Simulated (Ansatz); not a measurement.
Gas-phase electronic energies from Ansatz, PBE0-D4/def2-TZVP geometries. CCSD(T)/CBS is the MP2 limit (def2-TZVPP, def2-QZVPP) plus CCSD(T) − MP2 in def2-TZVPP, frozen cores. Functionals use def2-TZVPP. B3LYP here is the variant with VWN-RPA as its local correlation; programs differ in this. def2 core potentials past Kr. For Ge, In outer-core shells are correlated without core-valence functions, which leaves a few kJ/mol of doubt a bond. Scalar relativity is left out up to krypton. One conformer a species, not always the lowest.

Reaction (redistribution): `[SH][In]([SH])[Cl]` + `[SiH3][O][GeH]` → `[SiH3][O][In]([SH])[Cl]` + `[SH][GeH]`

| level | ΔE (kJ/mol) | difference from CCSD(T)/CBS |
| --- | --- | --- |
| PBE-D4 | 26.7 | 0.4 |
| PBE0-D4 | 29.5 | 3.2 |
| B3LYP-D4 | 31.2 | 4.9 |
| ωB97M-V | 33.1 | 6.8 |
| B2PLYP | 31.2 | 4.9 |
| PBE | 26.6 | 0.3 |
| B3LYP | 30.8 | 4.5 |
| HF/def2-TZVPP | 36.7 | 10.4 |
| SCS-MP2/def2-TZVPP | 34.0 | 7.7 |
| CCSD/def2-TZVPP | 32.1 | 5.8 |
| CCSD(T)/def2-TZVPP | 30.5 | 4.2 |
| HF/def2-QZVPP | 36.4 | 10.1 |
| MP2/def2-QZVPP | 31.3 | 5.0 |
| SCS-MP2/def2-QZVPP | 31.6 | 5.3 |
| HF/CBS(def2) | 36.4 | 10.1 |
| MP2/CBS(def2) | 29.6 | 3.3 |
| CCSD(T)/CBS | 26.3 | 0 |

Largest T1 diagnostic among the species: 0.015.
